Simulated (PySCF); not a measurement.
F2Sn, charge -1, doublet, at a GFN2-xTB geometry (such geometries of metal compounds can be far from the true shape) (a state made from the parent by changing its charge; the spin is typed, not shown lowest) (all electrons, no relativity) (in this run its highest filled SCF level lies above zero, so its values depend strongly on the basis, on diffuse functions most of all); BLYP/STO-3G run with PySCF.

Input for PySCF:
```python
from pyscf import gto, scf, dft

mol = gto.Mole()
mol.atom = '''
    Sn    0.01391959   -0.00751882    0.33026563
    F     0.87048971    1.67444647   -0.91807744
    F    -0.94782076   -1.63267523   -0.91673164
'''
mol.basis = 'sto-3g'
mol.charge = -1
mol.spin = 1
mol.verbose = 4
mol.build()

mf = dft.UKS(mol)
mf.xc = 'blyp'
mf.grids.radi_method = dft.radi.gauss_chebyshev
mf.kernel()
```

Q: Predict the main parts of the log of this PySCF run.

A: 
```
PySCF version 2.14.0

[INPUT] verbose = 4
[INPUT] num. atoms = 3
[INPUT] num. electrons = 69
[INPUT] charge = -1
[INPUT] spin (= nelec alpha-beta = 2S) = 1
[INPUT] symmetry False subgroup None
[INPUT] Mole.unit = angstrom
[INPUT] Symbol           X                Y                Z      unit          X                Y                Z       unit  Magmom
[INPUT]  1 Sn     0.013919590000  -0.007518820000   0.330265630000 AA    0.026304212866  -0.014208510580   0.624111589057 Bohr   0.0
[INPUT]  2 F      0.870489710000   1.674446470000  -0.918077440000 AA    1.644987146152   3.164245238545  -1.734914922742 Bohr   0.0
[INPUT]  3 F     -0.947820760000  -1.632675230000  -0.916731640000 AA   -1.791121651577  -3.085309035061  -1.732371729323 Bohr   0.0

nuclear repulsion = 221.814197278985
number of shells = 17
number of NR pGTOs = 111
number of NR cGTOs = 37
basis = sto-3g
ecp = {}

******** <class 'pyscf.dft.uks.UKS'> ********
method = UKS
initial guess = minao
damping factor = 0
level_shift factor = 0
DIIS = <class 'pyscf.scf.diis.CDIIS'>
diis_start_cycle = 1
diis_space = 8
diis_damp = 0
SCF conv_tol = 1e-09
SCF conv_tol_grad = None
SCF max_cycles = 50
direct_scf = True
direct_scf_tol = 1e-13
number electrons alpha = 35  beta = 34
XC library pyscf.dft.libxc version 7.1.2
    S. Lehtola, C. Steigemann, M. J. T. Oliveira, and M. A. L. Marques,  SoftwareX 7, 1–5 (2018)
XC functionals = blyp
    A. D. Becke,  Phys. Rev. A 38, 3098 (1988)
    C. Lee, W. Yang, and R. G. Parr,  Phys. Rev. B 37, 785 (1988)
    B. Miehlich, A. Savin, H. Stoll, and H. Preuss,  Chem. Phys. Lett. 157, 200 (1989)
radial grids: Gauss-Chebyshev [JCP 108, 3226 (1998); DOI:10.1063/1.475719) radial grids
becke partition: Becke, JCP 88, 2547 (1988); DOI:10.1063/1.454033
pruning grids: <function nwchem_prune>
grids dens level: 3
symmetrized grids: False
atomic radii adjust function: <function treutler_atomic_radii_adjust>
small_rho_cutoff = 0
Set gradient conv threshold to 3.16228e-05
tot grids = 48856
init E= -6145.33785904393

cycle= 1 E= -6161.65584080923  delta_E= -16.3  |g|= 0.189  |ddm|= 1.69
cycle= 2 E= -6161.38787729352  delta_E= 0.268  |g|= 0.562  |ddm|= 1.16
cycle= 3 E= -6161.6788514654  delta_E= -0.291  |g|= 0.0455  |ddm|= 1.03
cycle= 4 E= -6161.68100741717  delta_E= -0.00216  |g|= 0.00903  |ddm|= 0.104
cycle= 5 E= -6161.68109342311  delta_E= -8.6e-05  |g|= 0.000303  |ddm|= 0.0166
cycle= 6 E= -6161.68109306237  delta_E= 3.61e-07  |g|= 0.000776  |ddm|= 0.00225
cycle= 7 E= -6161.68109365447  delta_E= -5.92e-07  |g|= 0.00012  |ddm|= 0.00149
cycle= 8 E= -6161.68109367106  delta_E= -1.66e-08  |g|= 3.6e-05  |ddm|= 0.000302
cycle= 9 E= -6161.68109367257  delta_E= -1.51e-09  |g|= 1.56e-06  |ddm|= 8.62e-05
cycle= 10 E= -6161.68109367258  delta_E= -5.46e-12  |g|= 1.06e-07  |ddm|= 4.22e-06
Extra cycle  E= -6161.68109367257  delta_E= 9.09e-12  |g|= 3.18e-07  |ddm|= 9.53e-07
converged SCF energy = -6161.68109367257  <S^2> = 0.75081405  2S+1 = 2.0008139
```
